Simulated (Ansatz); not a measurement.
Mulliken charges of `C1[SiH2][GaH][S]1` from r2SCAN/def2-TZVPP in Ansatz (PBE0-D4/def2-TZVP geometry).

```
atom   x (Å)   y (Å)   z (Å)  charge (e)
  C1  -1.141  -0.042  -0.659      -0.133
 Si2  -0.824  -0.100   1.255       0.053
 Ga3   1.479   0.070   0.126       0.266
  S4   0.337   0.080  -1.734      -0.218
  H5  -1.792   0.812  -0.871       0.085
  H6  -1.697  -0.942  -0.940       0.085
  H7   0.322   1.059   1.163      -0.070
  H8   0.440  -1.117   1.077      -0.070
  H9   2.965   0.133   0.567       0.003
```

Problem. By hand: the dipole of these point charges (1 e Å = 4.8032 D).

Solution. Σ q r = (0.087, -0.005, 0.257) e Å, of length 0.271 e Å = 1.30 D.

Problem. How does the dipole of the full density compare? (Best estimate.)

Solution. Computed: (0.082, 0.002, 0.066) e Å, 0.51 D; the point charges give 2.55 times that, at 33° from its direction.

Point charges leave out the atoms' own dipoles, such as those of lone pairs, and Mulliken's split depends on the basis, so the two needn't agree.
